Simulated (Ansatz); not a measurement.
System: sum formula SnOH (charge +1, singlet). It need not be the lowest isomer of its formula. 
Structure (B3LYP-D3(BJ)/def2-TZVP (Ansatz, a program for electronic structure) minimum search):
```
O
H 1 0.9642
Sn 1 1.8755 2 180.00
```
Charge +1, spin multiplicity 1.

Computed values are from Ansatz. Cores are frozen in the correlated levels unless marked. Open shells are spin-unrestricted. Spin-orbit coupling is left out. The frozen core is the preceding noble-gas configuration, with the filled d and f shells of earlier blocks. In def2 rows, elements after Kr have scalar-relativistic effective core potentials. CBS(X,Y): correlation extrapolated as X^-3; Hartree-Fock from the larger set.

```json
{
  "vertical ionisation energy (to the doublet)": "17.91 eV at CCSD(T)/CBS(def2-TZVPPD,def2-QZVPPD)",
  "vertical electron affinity (to the doublet; negative means unbound)": "6.22 eV at CCSD(T)/CBS(def2-TZVPPD,def2-QZVPPD)",
  "total_energy": "-288.9801 Eh at CCSD(T)/CBS(def2-TZVPPD,def2-QZVPPD)",
  "T1 diagnostic": "0.021 at CCSD/def2-QZVPPD"
}
```
